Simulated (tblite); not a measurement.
C2H4F3Si (doublet state).
Numbering: `[F:1][C:2]([F:3])([F:4])[CH:5][SiH3:6]` (hydrogens: H7 on C5; H8, H9, H10 on Si6)

Structure optimised with GFN2-xTB, isolated species. This method treats the open shell by occupation alone, without spin polarisation.

(1) What internal coordinates does the optimisation give?

Results:

(1) 
```tsv
bond	length (pm)
F1–C2, C2–F3	135.5
C2–F4	134.3
C2–C5	146.6
C5–Si6	185.8
C5–H7	107.7
Si6–H8, Si6–H9, Si6–H10	146.3
```

Bonds in one row agree within 1 pm and their mean is given. A selection of angles:
```tsv
angle	degrees
F1–C2–F3	105.1
F1–C2–C5	113.1
C2–C5–Si6	120.8
C2–C5–H7	113.8
Si6–C5–H7	125.4
C5–Si6–H8	108.8
C5–Si6–H9	108.1
C5–Si6–H10	106.1
H8–Si6–H9	109.6
H8–Si6–H10	112.4
```

Torsions: F1–C2–C5–Si6 128° (anticlinal). The mirror-image conformer, all signs reversed, is as good.

Si6 (silicon bonded to C and 3 H) is tetrahedral (angles from 106.1° to 112.4°). C5 (carbon bonded to C, Si and H) is planar (angles 125.4°, 120.8° and 113.8°, sum 360.0°, 0.00 Å off the plane of its three neighbours).

Point group: near Cs, missed by 0.39 Å at most; the miss may be what the optimiser left on a soft mode. Its GFN2-xTB frequencies are all real (lowest 19 cm⁻¹).

These are computed values.
